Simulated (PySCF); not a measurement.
**An isoelectronic set: 84 electrons**

r²SCAN in PySCF with def2-TZVPPD on every atom (core potentials on In, Sn, Te, I), for the lowest determinant that a PBE0 search found; no spin–orbit coupling. All have 84 electrons, 10 of them in the valence shells, and the same state, a singlet (closed shell). For ions De leads to the atom and ion picked by measured ionisation energies and electron affinities.

```
species  difference of nuclear charges  Re (Å)  ωe (cm⁻¹)  k (mdyn/Å)  De (eV)  dissociates to
   InBr                             14   2.563        219        1.33     4.29         In + Br
   GeTe                             20   2.342        330        3.02     4.50         Ge + Te
  SnBr⁺                             15   2.404        299        2.51     4.06        Sn⁺ + Br
   GeI⁺                             21   2.401        303        2.52     4.15         Ge⁺ + I
```

(1) Which member of the whole set has the stiffest bond, and how does it compare with the softest?

These are scalar-relativistic numbers at best; spin–orbit coupling would shift them, the dissociation energy most. For an ion De counts to the pair picked by the measured ionisation energies or electron affinities, which need not be the lowest pair at this level.

Results:

(1) GeTe with k = 3.02 mdyn/Å, 2.3 times that of InBr.
